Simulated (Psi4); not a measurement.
MgO (SMILES [O]=[Mg]), singlet, geometry from GFN2-xTB (such geometries of metal compounds can be far from the true shape). Base run: CAM-B3LYP/cc-pVDZ (Psi4).

Psi4 was given this input:
```
memory 2 GB

molecule {
0 1
  Mg   -0.00000000   -0.00000000   -0.65696814
  O     0.00000000    0.00000000    0.98545221
}

set basis cc-pvdz

energy('cam-b3lyp')
print_variables()
```

Variants of this job, named by their change:

```
change                                            ΔE vs base (mEh)  point group used  SCF cycles
------------------------------------------------  ----------------  ----------------  ----------
base                                                         0.000               c2v          11
molecule keys = symmetry c1, no_reorient, no_com             0.000                c1          10
symmetry = c2                                                0.000                c2          11
molecule keys = symmetry c1                                  0.000                c1          10
symmetry = cs                                                0.000                cs          10
molecule keys = no_reorient                                  0.000               c2v          11
jitter_ang = 0.002                                          -0.112               c2v          11
```
